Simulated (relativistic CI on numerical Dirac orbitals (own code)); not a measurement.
## Hyperfine structure of Nd XXIV, mass number 145

Computed by Dirac-Coulomb-Breit CI, orbitals from a KLI potential per configuration, a model potential for QED, unscaled Slater integrals (own radial code, finite nucleus).

Configurations in the expansion (outside the closed core [Ar] 3d10): 4s2 4p6 4d, 4s2 4p5 4d2, 4s2 4p6 4f, 4s 4p6 4d2, 4s2 4p5 4d 4f, 4s 4p6 4d 4f, 4s2 4p6 5s, 4s2 4p6 5p, 4s2 4p6 5d, 4s2 4p5 4d 5s, 4p6 4d3, 4p5 4d4, 4p5 4d3 4f. Double excitations out of closed p, d and f shells are left out; levels of such configurations are missing from the list, as are those of other unlisted configurations, and high levels can miss mixing partners. These lack a partner that the ground configuration has and come out too high: 4s2 4p5 4d 5s.

Nuclear spin I = 7/2, μ = -0.656 μN, Q = -0.314 b (tables of Stone and Pyykkö). The electronic factors are computed for point nuclear moments, without core polarisation or the Bohr-Weisskopf and QED corrections.

```json
{"Level": "4s2 4p6 4d 2D_3/2", "E (eV)": "0.000", "A (MHz)": "-1890", "B (MHz)": "-2070"}
{"Level": "4s2 4p6 4d 2D_5/2", "E (eV)": "5.608", "A (MHz)": "-785.2", "B (MHz)": "-2670"}
{"Level": "4s2 4p5 4d2 4D°_1/2", "E (eV)": "100.953", "A (MHz)": "-466.8", "B (MHz)": ""}
{"Level": "4s2 4p5 4d2 4D°_3/2", "E (eV)": "101.538", "A (MHz)": "-2086", "B (MHz)": "-4990"}
{"Level": "4s2 4p5 4d2 4D°_7/2", "E (eV)": "107.731", "A (MHz)": "-1525", "B (MHz)": "2220"}
{"Level": "4s2 4p5 4d2 4G°_9/2", "E (eV)": "108.074", "A (MHz)": "-2072", "B (MHz)": "12000"}
{"Level": "4s2 4p5 4d2 4G°_11/2", "E (eV)": "109.907", "A (MHz)": "-1852", "B (MHz)": "11200"}
```

Levels with J = 0, under 50 % of one LS term, or S terms without an open s electron are left out. Small factors come from cancelling terms and can be off by tens of per cent or more.

At this charge energies of transitions that change n are usually good to better than 1 %, and those within a shell (Δn = 0) to a few per cent.

Give the hyperfine levels of 4s2 4p6 4d 2D_3/2 relative to its centre of gravity.

With K = F(F + 1) − I(I + 1) − J(J + 1), E = AK/2 + B[¾K(K + 1) − I(I + 1)J(J + 1)]/[2I(2I − 1)J(2J − 1)]: F = 2: 11650, F = 3: 7457, F = 4: 490.4, F = 5: -10440 MHz.

LS names give the leading component of a level, which can be under half, so a name can repeat, a term be missing and a line seem to break the LS rules.
